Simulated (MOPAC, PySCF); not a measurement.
H₃FSi, SMILES `[SiH3]F`, neutral singlet in the gas phase. 

Cartesian coordinates (Å):
SMILES: [SiH3]F
```xyz
5

F      1.5485    -0.1513    -0.0383
Si    -0.0427     0.0042     0.0011
H     -0.3768     1.4085    -0.2990
H     -0.6197    -0.8963    -1.0139
H     -0.5093    -0.3651     1.3500
```
Charge 0, spin multiplicity 1.

All levels are single points at this geometry (CAM-B3LYP-D3(BJ)/def2-TZVP); Pople sets use spherical d functions. Orbital energies aren't observables, and empty levels follow the basis.

```
level                                HOMO (eV)  LUMO (eV)  gap (eV)  dipole (D)  vertical IE, Delta-SCF (eV)
-----------------------------------  ---------  ---------  --------  ----------  ---------------------------
CAM-B3LYP-D3(BJ)/def2-TZVP in PySCF     -11.25       0.83     12.09        1.32                        12.66
PBE-D3(BJ)/def2-TZVP in PySCF            -8.31      -1.01      7.30        1.18                            –
TPSSh-D3(BJ)/def2-TZVP in PySCF          -9.14      -0.42      8.72        1.22                        12.38
B3LYP/3-21G in PySCF                     -9.17       0.55      9.72        1.44                            –
B3LYP/6-311+G** in PySCF                 -9.66      -0.63      9.04        1.62                            –
B3LYP/LANL2DZ in PySCF                   -9.69       0.08      9.77        2.19                            –
M06-2X/6-31G* in PySCF                  -10.99       1.19     12.18        1.38                            –
PBE/6-31G* in PySCF                      -8.05      -0.52      7.53        1.18                            –
SVWN5/6-31G* in PySCF                    -8.07      -0.73      7.34        1.26                            –
HF/3-21G in PySCF                       -13.29       4.09     17.38        1.86                            –
HF/6-31G* in PySCF                      -13.33       3.52     16.85        1.54                        12.39
HF/STO-3G in PySCF                      -10.45      13.63     24.08        1.06                            –
PM6 in MOPAC                            -11.53      -0.16     11.37        1.41                            –
```
